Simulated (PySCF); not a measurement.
Bi(Cl)(OH)2 (BiClH2O2), SMILES [OH][Bi]([OH])[Cl]. Geometry: B3LYP-D3(BJ)/def2-SVP. The def2 effective core potentials stand for the cores of Bi; spin–orbit coupling is left out. One conformer was computed; it need not be the lowest.

The numbers are results of B3LYP-D3(BJ)/def2-SVP in PySCF, not measurements.

Harmonic wavenumbers (cm⁻¹): 91, 131, 157, 274, 279, 319, 559, 572, 818, 841, 3781, 3788. Rotational constants (GHz): 3.657, 1.935, 1.751; symmetry number 1.

### Question
Work out the zero-point energy and the ideal-gas rigid-rotor harmonic-oscillator thermochemistry at 298.15 K and 1 atm.

### Answer
ZPE = ½ Σ hcν = ½ × 11611 cm⁻¹ = 16.60 kcal/mol. H − E(el) = 21.39 kcal/mol. Entropy in cal/(mol K): translation 42.77, rotation 27.65, vibration 14.97, total 85.39. G − E(el) = -4.07 kcal/mol. Cp = 22.21 cal/(mol K). Modes under 150 cm⁻¹ make the vibrational entropy uncertain.
